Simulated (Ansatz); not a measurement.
A nudged elastic band was laid between two geometries of H$_{5}$InO$_{3}$ (9 atoms, charge 0, multiplicity 1).

Level of theory: Ansatz 0.2.0, RKS r2SCAN/def2-SVP.

```
movable images  : 7
climbing image  : yes
spring          : 5.0 eV/Å²
optimiser       : quadratic models (default)
start path      : through a guess of the saddle point
force threshold : 0.03 eV/Å
iteration limit : 60
end points      : relaxed
```

Image 0:

```xyz
9
Properties=species:S:1:pos:R:3
In -0.208 -0.660 -1.701
H -1.098 -0.958 0.945
O 0.032 1.196 -0.501
O -1.677 -0.508 0.307
H 0.922 0.179 0.362
O 1.071 -0.804 0.553
H 0.204 2.090 -0.819
H -1.273 0.404 0.273
H 2.027 -0.940 0.582
```

Image 8:

```xyz
9
Properties=species:S:1:pos:R:3
In 0.004 -0.733 -1.680
H -0.472 -0.484 0.755
O 0.476 1.535 -0.762
O -1.377 -0.166 0.432
H -0.357 1.688 -0.287
O 1.044 -0.706 0.289
H 0.969 0.939 -0.129
H -2.033 -0.781 0.784
H 1.745 -1.292 0.598
```

Problem. What changes between the two ends?

Solution. Bonds broken: H5–O6. Bonds formed: O3–H5.  The two ends are copies of one structure, up to a mirror image or an exchange of like atoms.

Problem. Give the energies along the band, and the barrier.

Solution. It converged. The highest image is number 5 of 0 to 8, 0.298 eV above the ends, which have the same energy within 2 meV. The profile has 2 maxima (images 1, 5) with wells between them (image 3): this band takes more than one step, which may be the mechanism or a detour left from its start path. A vibrational analysis at the climbing image gives one clearly imaginary mode, 372i cm⁻¹: a first-order saddle point. The orbitals stay closed-shell, which can raise the energy where a bond breaks towards radicals; this wasn't checked here.

```json
{"image": "0", "path coordinate (Å)": "0.00", "energy (eV)": "0.000", "H5–O6 (Å)": "1.01", "O3–H5 (Å)": "1.60"}
{"image": "1", "path coordinate (Å)": "0.61", "energy (eV)": "0.063", "H5–O6 (Å)": "1.06", "O3–H5 (Å)": "1.46"}
{"image": "2", "path coordinate (Å)": "1.21", "energy (eV)": "0.037", "H5–O6 (Å)": "1.46", "O3–H5 (Å)": "1.05"}
{"image": "3", "path coordinate (Å)": "1.82", "energy (eV)": "0.020", "H5–O6 (Å)": "1.61", "O3–H5 (Å)": "1.01"}
{"image": "4", "path coordinate (Å)": "2.43", "energy (eV)": "0.179", "H5–O6 (Å)": "1.80", "O3–H5 (Å)": "0.99"}
{"image": "5", "path coordinate (Å)": "3.03", "energy (eV)": "0.298", "H5–O6 (Å)": "2.16", "O3–H5 (Å)": "0.97"}
{"image": "6", "path coordinate (Å)": "3.62", "energy (eV)": "0.203", "H5–O6 (Å)": "2.40", "O3–H5 (Å)": "0.98"}
{"image": "7", "path coordinate (Å)": "4.21", "energy (eV)": "0.043", "H5–O6 (Å)": "2.64", "O3–H5 (Å)": "0.98"}
{"image": "8", "path coordinate (Å)": "4.80", "energy (eV)": "0.000", "H5–O6 (Å)": "2.83", "O3–H5 (Å)": "0.97"}
```

Problem. What is the geometry of the highest image?

Solution. 
```xyz
9
Properties=species:S:1:pos:R:3
In 0.052 -0.819 -1.646
H -0.483 -0.753 0.753
O 0.144 1.628 -0.760
O -1.435 -0.769 0.391
H -0.087 1.200 0.083
O 1.033 -0.629 0.321
H 1.112 1.602 -0.682
H -1.986 -0.161 0.900
H 1.650 -1.301 0.640
```

Time of the run: 11 min on 2 threads of Arm Neoverse V1, on a shared host, peak memory 0.17 GiB.
